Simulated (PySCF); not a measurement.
**Levels of Sn³¹⁺ from EOM-EA-GCCSD**

Reference: closed-shell Sn³²⁺, [Ar]; one electron is added. Calculated with PySCF 2.14, two-component X2C-1e with screened spin-orbit coupling, an even-tempered Gaussian basis (18 s from 1.9 bohr⁻², ratio 2.6; 14 p from 2.4 bohr⁻², ratio 2.6; 6 d from 2.5 bohr⁻², ratio 2.8; 3 f from 45 bohr⁻², ratio 2.8); frozen [Ne]; the 62 highest virtual spinors dropped; of the others 50 kept and the rest restored at second order. No Breit or QED terms. Binding energies in eV.

```tsv
level	Koopmans	second order	EOM-CCSD
3d3/2	1842.1	1843.4	1843.1
3d5/2	1830.6	1831.9	1831.6
```

For comparison, the ionisation energy of Sn³¹⁺ is 1844 ± 4 eV (theoretical estimate listed by NIST; NIST Atomic Spectra Database, ionization energies).

Only part of the computed levels is shown.
